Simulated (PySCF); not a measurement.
C₅H₁₃Al, singlet, at a GFN2-xTB geometry (such geometries of metal compounds can be far from the true shape), atoms displaced at random by about 0.03 Å a coordinate; PySCF with HF/STO-3G, gradient.

The PySCF input:
```python
from pyscf import gto, scf

mol = gto.Mole()
mol.atom = '''
    Al   -0.13688317    0.15718017    0.43216917
    C    -0.04187350   -0.24017381    2.33573364
    H    -0.27784916   -1.31517341    2.60458870
    H    -0.84598417    0.31703679    2.89243452
    H     0.87569801   -0.04718412    2.83839710
    C     1.13218599   -0.94637193   -0.82772884
    C     1.76747630   -2.08522827   -0.19178223
    H     1.85118346   -0.28088197   -1.23294097
    H     0.46153170   -1.30758288   -1.70594490
    H     1.02845091   -2.75304205    0.23914715
    H     2.29930265   -1.79704065    0.72818537
    H     2.47445824   -2.61558468   -0.82769001
    C    -1.32486768    1.56564569   -0.25586584
    C    -1.22798950    1.60785763   -1.83056594
    H    -1.00744504    2.52500996    0.10063692
    H    -2.27645802    1.40140080   -0.00350084
    H    -1.65551426    0.72547994   -2.23245241
    H    -0.29685180    1.83852582   -2.18201811
    H    -1.93168975    2.47358885   -2.23159809
'''
mol.basis = 'sto-3g'
mol.verbose = 4
mol.build()

mf = scf.RHF(mol)
mf.conv_tol = 1e-4
mf.kernel()
g = mf.nuc_grad_method()
grad = g.kernel()
```

Output, abridged:

```
PySCF version 2.14.0

[INPUT] verbose = 4
[INPUT] num. atoms = 19
[INPUT] num. electrons = 56
[INPUT] charge = 0
[INPUT] spin (= nelec alpha-beta = 2S) = 0
[INPUT] symmetry False subgroup None
[INPUT] Mole.unit = angstrom
[INPUT] Symbol           X                Y                Z      unit          X                Y                Z       unit  Magmom
[INPUT]  1 Al    -0.136883170000   0.157180170000   0.432169170000 AA   -0.258671702362   0.297027473513   0.816681370781 Bohr   0.0
[INPUT]  2 C     -0.041873500000  -0.240173810000   2.335733640000 AA   -0.079129446877  -0.453862723193   4.413896879533 Bohr   0.0
[INPUT]  3 H     -0.277849160000  -1.315173410000   2.604588700000 AA   -0.525058816340  -2.485317551210   4.921959310137 Bohr   0.0
[INPUT]  4 H     -0.845984170000   0.317036790000   2.892434520000 AA   -1.598678387017   0.599112704511   5.465909076038 Bohr   0.0
[INPUT]  5 H      0.875698010000  -0.047184120000   2.838397100000 AA    1.654829406727  -0.089165064229   5.363793151760 Bohr   0.0
[INPUT]  6 C      1.132185990000  -0.946371930000  -0.827728840000 AA    2.139521443170  -1.788383759676  -1.564180813004 Bohr   0.0
[INPUT]  7 C      1.767476300000  -2.085228270000  -0.191782230000 AA    3.340046138660  -3.940510337501  -0.362415890258 Bohr   0.0
[INPUT]  8 H      1.851183460000  -0.280881970000  -1.232940970000 AA    3.498229745725  -0.530789996628  -2.329920761056 Bohr   0.0
[INPUT]  9 H      0.461531700000  -1.307582880000  -1.705944900000 AA    0.872168510805  -2.470973528370  -3.223768644599 Bohr   0.0
[INPUT] 10 H      1.028450910000  -2.753042050000   0.239147150000 AA    1.943490552460  -5.202495483911   0.451922616970 Bohr   0.0
[INPUT] 11 H      2.299302650000  -1.797040650000   0.728185370000 AA    4.345052285987  -3.395914663210   1.376070917215 Bohr   0.0
[INPUT] 12 H      2.474458240000  -2.615584680000  -0.827690010000 AA    4.676048380273  -4.942738700808  -1.564107434939 Bohr   0.0
[INPUT] 13 C     -1.324867680000   1.565645690000  -0.255865840000 AA   -2.503637066488   2.958641562206  -0.483516362232 Bohr   0.0
[INPUT] 14 C     -1.227989500000   1.607857630000  -1.830565940000 AA   -2.320563838842   3.038410567992  -3.459268279557 Bohr   0.0
[INPUT] 15 H     -1.007445040000   2.525009960000   0.100636920000 AA   -1.903795211151   4.771577286199   0.190176216820 Bohr   0.0
[INPUT] 16 H     -2.276458020000   1.401400800000  -0.003500840000 AA   -4.301882191870   2.648263702746  -0.006615628806 Bohr   0.0
[INPUT] 17 H     -1.655514260000   0.725479940000  -2.232452410000 AA   -3.128468546712   1.370958395466  -4.218723641025 Bohr   0.0
[INPUT] 18 H     -0.296851800000   1.838525820000  -2.182018110000 AA   -0.560968601584   3.474310272741  -4.123416626741 Bohr   0.0
[INPUT] 19 H     -1.931689750000   2.473588850000  -2.231598090000 AA   -3.650364585130   4.674405471278  -4.217109210202 Bohr   0.0

nuclear repulsion = 280.243553581126
number of shells = 33
number of NR pGTOs = 141
number of NR cGTOs = 47
basis = sto-3g
ecp = {}

******** <class 'pyscf.scf.hf.RHF'> ********
method = RHF
initial guess = minao
damping factor = 0
level_shift factor = 0
DIIS = <class 'pyscf.scf.diis.CDIIS'>
diis_start_cycle = 1
diis_space = 8
diis_damp = 0
SCF conv_tol = 0.0001
SCF conv_tol_grad = None
SCF max_cycles = 50
direct_scf = True
direct_scf_tol = 1e-13
Set gradient conv threshold to 0.01
Initial guess from minao.
init E= -433.974997201455
  HOMO = -0.225280280516459  LUMO = 0.194336655552986  gap/eV = 11.41836
cycle= 1 E= -433.584141649501  delta_E= 0.391  |g|= 0.311  |ddm|= 4.82
  HOMO = -0.249545354567496  LUMO = 0.333555631523233  gap/eV = 15.86699
cycle= 2 E= -433.624152797926  delta_E= -0.04  |g|= 0.0734  |ddm|= 0.578
  HOMO = -0.285315447864887  LUMO = 0.322708954384392  gap/eV = 16.54519
cycle= 3 E= -433.626884636417  delta_E= -0.00273  |g|= 0.0213  |ddm|= 0.153
  HOMO = -0.282918521894685  LUMO = 0.320426069942557  gap/eV = 16.41784
cycle= 4 E= -433.62708793406  delta_E= -0.000203  |g|= 0.0016  |ddm|= 0.0471
  HOMO = -0.282672246554491  LUMO = 0.32139818645589  gap/eV = 16.43759
cycle= 5 E= -433.627089235178  delta_E= -1.3e-06  |g|= 0.000409  |ddm|= 0.00315
  HOMO = -0.282658989185521  LUMO = 0.321340666202627  gap/eV = 16.43567
Extra cycle  E= -433.627089333999  delta_E= -9.88e-08  |g|= 0.000153  |ddm|= 0.000833
converged SCF energy = -433.627089333999

******** <class 'pyscf.grad.rhf.Gradients'> for <class 'pyscf.scf.hf.RHF'> ********
unit = Eh/Bohr
--------------- RHF gradients ---------------
         x                y                z
0 Al    -0.0331087984     0.0234239888     0.0192629466
1 C     0.0622706993     0.0247764019    -0.0110407246
2 H    -0.0098599274    -0.0321731632     0.0189457513
3 H    -0.0269597703     0.0095719948     0.0160491016
4 H    -0.0183838476    -0.0097796423    -0.0024988197
5 C     0.1297337167    -0.0663899726     0.0247079897
6 C    -0.0334988656     0.0469185346    -0.0661496160
7 H    -0.0167637329    -0.0136140163     0.0130194928
8 H    -0.0366314915    -0.0175681303    -0.0381063066
9 H     0.0016874130     0.0129745209     0.0154798267
10 H    -0.0065505432    -0.0039118984     0.0156819761
11 H     0.0049761998     0.0053062755    -0.0017228561
12 C    -0.1213621618     0.0206262805     0.0513008407
13 C     0.1220047988    -0.0723665126    -0.0348663801
14 H     0.0014616366    -0.0095667010    -0.0094994461
15 H     0.0907211577     0.0109883639    -0.0265304665
16 H    -0.0037805582     0.0246119349     0.0157312763
17 H    -0.0646014460    -0.0025045670     0.0231496719
18 H    -0.0413544789     0.0486763080    -0.0229142579
----------------------------------------------
```
